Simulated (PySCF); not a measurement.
Input file for PySCF: R-MP2/6-31G* on HF (SMILES F) with ghost functions, monomers drawn apart or pushed together.

```python
from pyscf import gto, scf, dft, mp
from pyscf.data.elements import chemcore

mol = gto.M(
    atom='''
    F    -0.08442001    0.71660412   -0.14915627
    H    -0.04780698    0.55089004    0.76703706
    ghost-F    0.40323308   -0.14720807    2.66904839
    ghost-H    1.07811250   -0.78397965    2.66636582
    ''',
    basis='6-31g*',
    cart=True,
    charge=0, spin=0, verbose=3, max_memory=1800)
mf = scf.RHF(mol)
mf.conv_tol = 1e-8
mf.max_cycle = 100
mf.kernel()
if not mf.converged:
    mf = mf.newton().run(mf.mo_coeff, mf.mo_occ)
pt = mp.MP2(mf, frozen=chemcore(mol)).run()
```

Output:

```
converged SCF energy = -100.002609932159
E(RMP2) = -100.182505809354  E_corr = -0.179895877195227
E(SCS-RMP2) = -100.176365797582  E_corr = -0.173755865422862
```

The run converged.

Cost: about 0.29 core-seconds (a rough figure).
